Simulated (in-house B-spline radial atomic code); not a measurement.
Computed with a B-spline radial atomic code. Model: two electrons, singlet ground state, non-relativistic, full CI in B-splines with partial waves to l = 8 (at full coupling up to 3e-4 hartree above the limit, correlation up to 0.6 % small), density held at that of full coupling by Lieb maximisation.

W(λ) is the mean repulsion in the state of coupling λ less the Hartree energy of the fixed density. Its start is exact exchange, its initial slope is twice the second-order Görling-Levy correlation energy, and its area from 0 to 1 is E_xc. A straight curve means weak, dynamic correlation, and a curve that drops fast and flattens means strong correlation.

Command:
```bash
python run_ac.py task.json out
```
Settings (lengths in bohr, energies in hartree):
```
potential              coulomb
strength               0.5
lmax                   8
wall_radius            0.5
```

Time taken, with all properties: 4.8 s on 1 thread of Intel(R) Xeon(R) Processor @ 2.30GHz, with other jobs on the host.

**W = mean repulsion less Hartree energy, and W of three functionals.**

Given: confinement point charge; nuclear charge 0.5; hard wall radius 0.5 bohr; external potential -Z/r.

Computed: LDA exchange minus exact 489.73 millihartree; PBE exchange minus exact 156.23 millihartree.

| coupling | W xc (hartree) | W xc minus exchange (millihartree) | kinetic minus Kohn-Sham (millihartree) | LDA (PW92) W minus its exchange (millihartree) | PBE W minus its exchange (millihartree) | SCAN W minus its exchange (millihartree) |
| --- | --- | --- | --- | --- | --- | --- |
| 0 | -3.5946 | 0 | 0 | 0 | 0 | 0 |
| 0.02 | -3.5968 | -2.174 | 0 | -15.19 | -3.83 | -1.96 |
| 0.05 | -3.6 | -5.425 | 0.1 | -32.36 | -9.49 | -4.88 |
| 0.12 | -3.6075 | -12.955 | 0.8 | -65.02 | -22.36 | -11.6 |
| 0.25 | -3.6213 | -26.743 | 3.3 | -113.98 | -45.12 | -23.8 |
| 0.4 | -3.6369 | -42.345 | 8.4 | -161.04 | -69.84 | -37.51 |
| 0.6 | -3.6572 | -62.644 | 18.5 | -214.85 | -100.73 | -55.29 |
| 0.8 | ? | ? | ? | ? | ? | ? |
| 1 | -3.6962 | -101.59 | 49.6 | -304.41 | -156.99 | -89.31 |
| 1.4 | -3.733 | -138.45 | 93.8 | -379.12 | -207.56 | -121.53 |
| 2 | ? | ? | ? | ? | ? | ? |
| 3 | -3.8622 | -267.56 | 374.2 | -602.28 | -372.91 | -235.95 |
| 4.5 | -3.9612 | -366.63 | 743.3 | -753.21 | -493.61 | -326.65 |
| 7 | -4.0914 | -496.86 | 1484.4 | -940.86 | -650.8 | -451.72 |
| 10 | -4.2076 | -613.05 | 2463.1 | -1105.7 | -793.92 | -570.58 |

(1) What belongs in the row 0.8?

(2) What belongs in the row 2?

(3) What is the SCAN exchange minus exact?

**Energy parts, natural occupations and partial-wave weights.**

Computed: total energy 38.1050 hartree; exchange energy -3.5946 hartree; initial slope twice GL2 -0.10886 hartree; kinetic part over minus potential part 0.48837; Hartree energy 7.1892 hartree; Kohn-Sham kinetic 39.496 hartree; Lieb Oxford ratio E_xc over LDA exchange 1.1745.

| natural | occupation of the shell (electrons) |
| --- | --- |
| s | 1.9981 |
| p | ? |
| d | 8.5109e-05 |
| s | 4.7772e-05 |
| f | 1.1783e-05 |
| p | 9.7149e-06 |

(4) What belongs in the row p?

```
wave      weight
   s      0.9991
   p  0.00085043
   d           ?
   f  6.2875e-06
   g    1.47e-06
```

(5) What belongs in the row d?

(6) What is the correlation energy?

(7) What is the kinetic part of the DFT correlation energy?

Answers

(1) W xc (hartree): -3.677; W xc minus exchange (millihartree): -82.387; kinetic minus Kohn-Sham (millihartree): 32.3; LDA (PW92) W minus its exchange (millihartree): -262; PBE W minus its exchange (millihartree): -129.68; SCAN W minus its exchange (millihartree): -72.54.

(2) W xc (hartree): -3.7847; W xc minus exchange (millihartree): -190.11; kinetic minus Kohn-Sham (millihartree): 181.4; LDA (PW92) W minus its exchange (millihartree): -473.81; PBE W minus its exchange (millihartree): -275.44; SCAN W minus its exchange (millihartree): -166.94.

(3) -25.453 millihartree.

(4) occupation of the shell (electrons): 0.0016907.

(5) weight: 4.3843e-05.

(6) -0.051977 hartree.

(7) 0.049613 hartree.

Half-way to full coupling W has made 52 % of its drop, against 50 % for a straight line, and second-order (GL2) theory, half the initial slope, overshoots the correlation energy by about 5 %: correlation is weak here. Over couplings 0 to 1 the errors in E_xc come to about +363 millihartree for LDA, +125 millihartree for PBE, -19 millihartree for SCAN, so SCAN is nearest. In LDA and PBE and SCAN the errors of exchange and correlation have opposite signs, so the sum is smaller than the larger of the two.
